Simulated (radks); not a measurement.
Values are calculated unless marked as measured or tabulated.
Task: The table gives one normalised radial function P(r) = r R(r) of N- in [He] 2s2 2p4 (r in bohr). Code: a radial shooting solver on a logarithmic mesh with Libxc functionals. Model: non-relativistic Kohn-Sham, LB94 model potential, spin-polarised, spherical densities, point nucleus; open shells are filled with parallel spins first; Watson sphere of charge +1 and radius 3.59 bohr.

r        P
0.01723   0.0028
0.02139   0.0042
0.02676   0.0065
0.03321   0.0097
0.04155   0.0148
0.05156   0.0220
0.06451   0.0330
0.08006   0.0483
0.1002    0.0709
0.1243    0.1010
0.1543    0.1415
0.193     0.1966
0.2396    0.2631
0.2997    0.3451
0.372     0.4323
0.4653    0.5230
0.5775    0.6008
0.7225    0.6621
0.8968    0.6944
1.122     0.6934
1.392     0.6579
1.742     0.5905
2.162     0.5050
2.683     0.4088
3.357     0.3055
4.166     0.2068
5.212     0.1174
6.469     0.0560

Which n and l does it have? It may be an empty orbital.

Result: n = 2, l = 1: the number of nodes gives n - l - 1 = 0, the rise at small r (about r^(l+1)) gives l, and the extent must fit the shell. The curve is that of 2p down; the table hardly tells the two spins apart. 2p down: eigenvalue -7.687 eV, 0 radial nodes, <r> = 1.77 bohr, 90 % of the charge inside 3.27 bohr.
